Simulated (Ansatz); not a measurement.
System: C2H4BF2 (charge 0, doublet). It need not be the lowest isomer of its formula. 
Structure (B3LYP-D3(BJ)/def2-TZVP (Ansatz, a first-principles code) minimum search):
```
C
H 1 1.0858
C 1 1.4837 2 116.56
H 3 1.0892 1 112.46 2 180.00
H 3 1.0971 4 108.39 1 123.02
H 3 1.0971 4 108.39 5 113.96
B 1 1.5242 2 118.73 3 180.00
F 7 1.3322 1 121.91 2 0.00
F 7 1.3337 8 116.36 1 -180.00
```
Charge 0, spin multiplicity 2.

Property: atomisation energy (electronic, to ground-state atoms), in eV. Cores are frozen in the correlated levels unless marked. UHF or UKS for open shells. No spin-orbit coupling. Non-relativistic. The coupled-cluster limit lacks core correlation, which all-electron functionals hold. CBS(X,Y): correlation extrapolated as X^-3; Hartree-Fock from the larger set.

```csv
level,program,atomisation energy (eV)
HF/cc-pVDZ,Ansatz,29.80
```

Q: What does CCSD(T)/CBS(cc-pVTZ,cc-pVQZ) (Ansatz) give?

A: 39.40 eV
